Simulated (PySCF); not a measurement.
B3LYP has the VWN-RPA correlation part, as in Gaussian. Excitations are Tamm–Dancoff values on a coarser integration grid. The basis has no diffuse functions, so Rydberg states are missing or too high.

# H12Ge5S2, SMILES `[SH][GeH2][GeH2][GeH2][GeH2][GeH2][SH]` (charge 0, multiplicity 1)

Method: PySCF with B3LYP-D3(BJ)/def2-TZVP // B3LYP-D3(BJ)/def2-SVP.

```
Quantity                                                                     Result
-------------------------------------------  --------------------------------------
HOMO                                                                       -6.80 eV
dipole moment                                                                1.53 D
HOMO–LUMO gap                                                               5.25 eV
LUMO                                                                       -1.55 eV
S1 excitation (TDA)                                                         4.65 eV
S1 oscillator strength                                                        0.394
brightest of the four lowest singlets (TDA)                                 5.48 eV
T1 excitation (TDA)                                                         4.13 eV
S1–T1 gap (TDA)                                                             0.52 eV
total energy                                                         -11189.0470 Ha
cost                                         about 90 core-minutes (a rough figure)
```

```xyz
19

S      4.6090     0.6536     1.1953
Ge     2.8155     1.5468     0.1529
Ge     1.9131    -0.0430    -1.4662
Ge    -0.1098     0.7794    -2.5649
Ge    -0.9560    -0.8055    -4.2210
Ge    -2.9924     0.0396    -5.2640
S     -3.6261    -1.4830    -6.8068
H      3.9378    -0.4331     1.6431
H      1.7426     1.9642     1.1859
H      3.3701     2.8094    -0.5365
H      1.5868    -1.3619    -0.7271
H      2.9936    -0.3517    -2.5262
H      0.1927     2.1283    -3.2584
H     -1.2012     1.0419    -1.5009
H     -1.2531    -2.1586    -3.5381
H      0.1175    -1.0384    -5.3065
H     -2.7354     1.4039    -5.9451
H     -4.1125     0.2217    -4.2136
H     -4.7269    -0.7994    -7.2010
```
